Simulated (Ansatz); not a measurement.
C2H6SZn, singlet, geometry from GFN2-xTB (such geometries of metal compounds can be far from the true shape); BLYP/3-21G run with Ansatz (a program for electronic structure).

Here is a job for Ansatz.
Ansatz 0.2 input:
```yaml
crystal:
  periodic: [false, false, false]
  atoms:
    - {symbol: Zn, position_ang: [-0.47254540, -0.20297730, 0.21047571]}
    - {symbol: C, position_ang: [0.16681287, -1.78380285, -0.91869404]}
    - {symbol: C, position_ang: [1.44385456, -1.32284317, -1.60825984]}
    - {symbol: H, position_ang: [-0.57464988, -2.07455310, -1.65868596]}
    - {symbol: H, position_ang: [0.37085805, -2.65038619, -0.29411211]}
    - {symbol: H, position_ang: [2.20705661, -1.03520433, -0.88501924]}
    - {symbol: H, position_ang: [1.25765776, -0.47537487, -2.26770109]}
    - {symbol: H, position_ang: [1.85194621, -2.13258131, -2.21601013]}
    - {symbol: S, position_ang: [0.02705162, 1.93318515, 0.90696721]}
    - {symbol: H, position_ang: [-1.03333708, 2.16633270, 1.65750489]}
basis:
  gaussian:
    orbitals: 3-21G.json
    symmetry_tolerance_ang: 0.01
hamiltonian:
  xc: blyp
```
The basis file holds 3-21G in the JSON format of the Basis Set Exchange.

The log (banner, timings and long lists left out):

```
Functional definition: BLYP
938 factors; their error is unknown
mean field evaluation 1: about -61105.1464 eV, gradient 1.1e2 eV
mean field evaluation 2: about -61026.1374 eV, gradient 2.2e2 eV
mean field evaluation 4: about -61122.6328 eV, gradient 3.6e1 eV
mean field evaluation 8: about -61126.4545 eV, gradient 1.6e-1 eV
mean field evaluation 16: about -61126.3328 eV, gradient 1.8e-4 eV
a density is far from that of the atoms, so the factors are made again for it
823 factors; integrals over basis functions are off by at most 1.1e-4 eV
mean field -61126.33147954 eV, -2246.3512489573 hartree, gradient 2.6e-5 eV, S^2 0.000000; 0 other end points of the search recorded, 0 dependent functions left out
reference -61126.33183634 eV, -2246.3512620695 hartree; 32, 32 occupied and 40, 40 virtual orbitals, 823 factors
Total energy: -61126.33183634 eV, -2246.3512620695 hartree
```
